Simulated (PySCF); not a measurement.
Gas-phase reaction: HfCl4.H2O + 3 O ⇌ HfO2 + 2 HOCl + Cl2

Computed with PySCF and rigid-rotor harmonic-oscillator thermochemistry at 1 bar. † marks an energy on the PBE0/def2-TZVP geometry and frequencies. MP2 freezes the core. Open shells (unrestricted): O (multiplicity 3, electronic degeneracy 9); the rest are closed-shell singlets. Spin-orbit splitting is ignored; it lowers the true energy and changes the entropy of O. B3LYP is the form with VWN-RPA correlation. Hf: scalar-relativistic def2 core potential, no spin-orbit coupling. Adducts (HfCl4.H2O) have no counterpoise correction, and HF, PBE, BLYP, B3LYP and PBE0 lack dispersion. HfCl4.H2O: computed as isolated molecules; such fragments, hydroxides, amides, oligomers or adducts are transient or little studied in the gas. MP2 isn't extrapolated to the basis-set limit; its ΔH°(298 K) is 205.2 kJ in def2-SVP and 62.0 kJ in def2-TZVPP. The harmonic model lacks anharmonicity and excited electronic states, which grow with temperature; levels with a mode under 35 cm⁻¹ are left out. Soft modes under 120 cm⁻¹ make the harmonic entropy rough for HfCl4.H2O.

```tsv
level	ΔE electronic, kJ	ΔH°(298 K), kJ	ΔS°(298 K), J/K	ΔG°(2500 K), kJ
B3LYP/def2-TZVP†	59	59	38	96
BLYP/def2-TZVP†	-82	-82	38	-45
M06-2X/def2-TZVP†	130	131	38	167
MP2/def2-TZVPP†	62	62	38	99
PBE0/def2-SVP†	194	194	38	231
r2SCAN/def2-TZVP†	90	90	38	127
LDA/def2-TZVP†	-280	-280	38	-243
ωB97X-V/def2-TZVP†	118	118	38	155
```
ΔH° is lowest at LDA/def2-TZVP† and highest at PBE0/def2-SVP†. No reference value is set beside these.
